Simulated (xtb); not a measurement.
F$_{4}$Ti, quintet, geometry from GFN2-xTB of the parent state (such geometries of metal compounds can be far from the true shape) (the multiplicity is a formal guess); GFN1-xTB (xtb).

xtb was given this input:
```
$ xtb mol.xyz --gfn 1 --chrg 0 --uhf 4 --json

# file mol.xyz
5

Ti    -0.00000000    -0.00000000    -0.00000000
F      1.25633748     0.24806843    -1.23212847
F      1.13924286    -0.58019840     1.23432488
F     -1.27182203    -0.37572621    -1.18294586
F     -1.12375831     0.70785618     1.18074945
```

Q: Write the output that xtb gives for this input, abridged.

A: 
```
   ID    Z sym.   atoms
    1   22 Ti     1
    2    9 F      2-5

           -------------------------------------------------
          |                Calculation Setup                |
           -------------------------------------------------

           -------------------------------------------------
          |                 G F N 1 - x T B                 |
           -------------------------------------------------

          ...................................................
          :                      SETUP                      :
          :.................................................:
          :  # basis functions                  26          :
          :  # atomic orbitals                  25          :
          :  # shells                           11          :
          :  # electrons                        32          :
          :  # halogen bonds                     0          :
          :  max. iterations                   250          :
          :  Hamiltonian                  GFN1-xTB          :
          :  restarted?                      false          :
          :  GBSA solvation                  false          :
          :  PC potential                    false          :
          :  electronic temp.          300.0000000     K    :
          :  accuracy                    1.0000000          :
          :  -> integral cutoff          0.2500000E+02      :
          :  -> integral neglect         0.1000000E-07      :
          :  -> SCF convergence          0.1000000E-05 Eh   :
          :  -> wf. convergence          0.2000000E-04 e    :
          :  Broyden damping             0.4000000          :
          :  net charge                          0          :
          :  unpaired electrons                  4          :
          ...................................................

 iter      E             dE          RMSdq      gap      omega  full diag
   1    -20.7887520 -0.207888E+02  0.329E+01    0.00       0.0  T
   2    -19.9706452  0.818107E+00  0.139E+01    0.00       1.0  T
   3    -20.7622977 -0.791653E+00  0.904E+00    0.00       1.0  T
   4    -21.3711489 -0.608851E+00  0.448E+00    0.00       1.0  T
   5    -25.9577002 -0.458655E+01  0.400E+01    0.00       1.0  T
   6    -16.3691066  0.958859E+01  0.186E+01    1.09       1.0  T
   7    -14.4595922  0.190951E+01  0.221E+01    0.48       1.0  T
   8    -15.4993047 -0.103971E+01  0.199E+01    0.91       1.0  T
[...]
         :: total energy             -21.611175375944 Eh    ::
[...]
        17        1.0000           -0.3944481             -10.7335
        18        0.4943           -0.3612684              -9.8306 (HOMO)
        19        0.4943           -0.3612684              -9.8306 (LUMO)
        20        0.0113           -0.3570435              -9.7156
        21                         -0.3005988              -8.1797
        22                         -0.2026491              -5.5144
        23                         -0.0427916              -1.1644
        24                         -0.0048739              -0.1326
        25                         -0.0048739              -0.1326
      -------------------------------------------------------------
                  HL-Gap            0.0000000 Eh            0.0000 eV
             Fermi-level           -0.4923992 Eh          -13.3989 eV

  Mulliken/CM5 charges         n(s)   n(p)   n(d)
     1Ti    0.38866  0.92097   0.853  0.773  1.986
     2F    -0.09716 -0.23024   1.785  5.312  0.000
     3F    -0.09717 -0.23024   1.785  5.312  0.000
     4F    -0.09716 -0.23024   1.785  5.312  0.000
     5F    -0.09716 -0.23024   1.785  5.312  0.000

Wiberg/Mayer (AO) data.
largest (>0.10) Wiberg bond orders for each atom

 ---------------------------------------------------------------------------
     #   Z sym  total        # sym  WBO       # sym  WBO       # sym  WBO
 ---------------------------------------------------------------------------
     1  22 Ti   2.456 --     5 F    0.614     4 F    0.614     3 F    0.614
                             2 F    0.614
     2   9 F    0.938 --     1 Ti   0.614     4 F    0.139     3 F    0.139
     3   9 F    0.938 --     1 Ti   0.614     2 F    0.139     5 F    0.139
     4   9 F    0.938 --     1 Ti   0.614     2 F    0.139     5 F    0.139
     5   9 F    0.938 --     1 Ti   0.614     4 F    0.139     3 F    0.139
 ---------------------------------------------------------------------------

Topologies differ in total number of bonds
Writing topology from bond orders to xtbtopo.mol

 dipole moment from electron density (au)
     X       Y       Z
   0.0000   0.0000  -0.0000  total (Debye):    0.000

           -------------------------------------------------
          | TOTAL ENERGY              -21.611175375944 Eh   |
          | GRADIENT NORM               0.034514921957 Eh/α |
          | HOMO-LUMO GAP               0.000000002385 eV   |
           -------------------------------------------------

normal termination of xtb
```
